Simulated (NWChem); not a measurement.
System: C3H3BFN; SMILES FB1C=CN=C1

```xyz
9

F      0.0616     2.1092     0.0000
B     -0.0106     0.7897     0.0000
C     -1.2526    -0.1445     0.0000
C     -0.7102    -1.3742     0.0000
N      0.7639    -1.4555     0.0000
C      1.2227    -0.2544     0.0000
H     -2.3176     0.0520     0.0000
H     -1.2243    -2.3315     0.0000
H      2.3025    -0.1016     0.0000
```
Atoms are numbered in this order, from 1.

All runs: NWChem. Geometry: optimised at B3LYP/6-31G* (spherical d). GIAO values for the isolated, static molecule; σ is the absolute isotropic shielding, δ = σ(reference) − σ with the isolated reference molecule computed at the same levels (11B: boron trifluoride, 13C: tetramethylsilane, 19F: trichlorofluoromethane, 1H: tetramethylsilane, 15N: ammonia).

Question: What does the run give for BHandHLYP/pcSseg-1? Quantities: δ F1 (ppm); δ B2 (ppm); δ C3 (ppm); δ N5 (ppm); δ H7 (ppm); δ H8 (ppm); δ H9 (ppm).

Answer: δ F1 (ppm): -56.3
δ B2 (ppm): 35.9
δ C3 (ppm): 110.9
δ N5 (ppm): 474.8
δ H7 (ppm): 4.96
δ H8 (ppm): 8.09
δ H9 (ppm): 8.29
